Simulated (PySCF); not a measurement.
## Working with the constants of HgC

TPSS constants of HgC, ³Σ⁻ (triplet), unpaired electrons π ↑↑ (basis Hg cc-pVDZ-PP with ECP60, C cc-pVDZ; scalar-relativistic core potentials; PySCF 2.14; masses 201.9706 and 12.0000 u):

* ωe: 395.0 cm⁻¹
* ωexe: 5.41 cm⁻¹
* Be: 0.32474 cm⁻¹
* αe: 0.00497 cm⁻¹
* De to Hg + C: 0.89 eV

Task: What force constant and bond length do these constants imply?

Result: Reduced mass μred = 11.327 u; k = 5.8918×10⁻⁷·μred·ωe² (u, cm⁻¹, mdyn/Å) = 1.04 mdyn/Å; Re = √(16.8576/(μred·Be)) (u, cm⁻¹, Å) = 2.141 Å.

Task: Estimate the centrifugal constant D from the Kratzer relation and find the Dunham coefficient a1.

Result: D = 4Be³/ωe² = 8.78e-07 cm⁻¹; a1 = −1 − αeωe/(6Be²) = -4.10.

Spin–orbit coupling is left out, which matters for elements this heavy, above all for dissociation energies. The state was picked by a PBE0 search and need not be the measured ground state.
